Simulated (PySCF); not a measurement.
Precursor series metal swap MX4 NH2. Gas-phase values, no solvent. One relaxed conformer stands for each flexible species; it need not be the lowest.

The numbers are results of PBE-D3(BJ)/def2-TZVP // BP86-D3(BJ)/def2-SVP (PySCF), not measurements. 

```csv
species,coordination number,charge on the central atom (Mulliken) (e),HOMO–LUMO gap (eV),LUMO (eV)
M = Ti,4,(withheld),3.71,(withheld)
M = Zr,4,1.51,(withheld),(withheld)
"M = Nb, oxo ([Nb(=O)(NH2)3])",4,1.55,(withheld),-1.35
"M = Ta, oxo ([Ta(=O)(NH2)3])",4,(withheld),4.66,-0.81
"M = Mo, oxo",5,1.56,2.60,-2.85
"M = W, oxo ([W(=O)(NH2)4])",5,(withheld),3.12,-2.31
"M = Mo, dioxo",4,1.56,3.52,-2.79
"M = W, dioxo",(withheld),1.24,4.15,-2.26
```

Task: What belongs in the gaps?

Result: 
- M = Ti, charge on the central atom (Mulliken) (e): 1.45
- M = Ti, LUMO (eV): -1.71
- M = Zr, HOMO–LUMO gap (eV): 4.49
- M = Zr, LUMO (eV): -0.85
- M = Nb, oxo ([Nb(=O)(NH2)3]), HOMO–LUMO gap (eV): 4.08
- M = Ta, oxo ([Ta(=O)(NH2)3]), charge on the central atom (Mulliken) (e): 1.17
- M = W, oxo ([W(=O)(NH2)4]), charge on the central atom (Mulliken) (e): 1.22
- M = W, dioxo, coordination number: 4
